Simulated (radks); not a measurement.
The numbers below are computed, except where a source is named.
Excited configurations of H: one electron is placed in a higher orbital outside the bare nucleus. The ground configuration is 1s1. Level of theory: Dirac Kohn-Sham, PBE, spin-unpolarised, spherical densities, finite nucleus; open shells are shared between the two j in proportion to 2j + 1; Gaussian nuclear charge, rms radius 0.8783 fm (a radial shooting solver on a logarithmic mesh with Libxc functionals). Excitation = E - E(ground); binding = E(ion) - E, where the ion is the core of charge +1; n* = 1/sqrt(2 binding) in atomic units, and the quantum defect is n - n*. Eigenvalue and <r> are those of j = l + 1/2.

| outer orbital | excitation (eV) | binding (eV) | quantum defect | eigenvalue (eV) | <r> (bohr) |
|---|---|---|---|---|---|
| 2s | 9.035 | 3.454 | 0.015 | -1.983 | 5.877 |
| 4d | 11.548 | 0.940 | 0.196 | -0.548 | 20.10 |
| 4f | 11.582 | 0.906 | 0.124 | -0.438 | 17.57 |
| 5d | 11.859 | 0.629 | 0.349 | -0.398 | 32.41 |

The Delta-SCF ionisation energy is 12.488 eV (NIST Atomic Spectra Database: 13.598 eV, theoretical). Self-interaction in the functional shifts the binding energies and quantum defects, so they are the method's values and not measured ones. Spin polarisation and multiplet splitting are left out, so open shells lie too high by an amount that depends on their filling.

Beside tabulated values, note that spin-unpolarised runs miss the spin-polarisation part of the exchange energy of open shells.
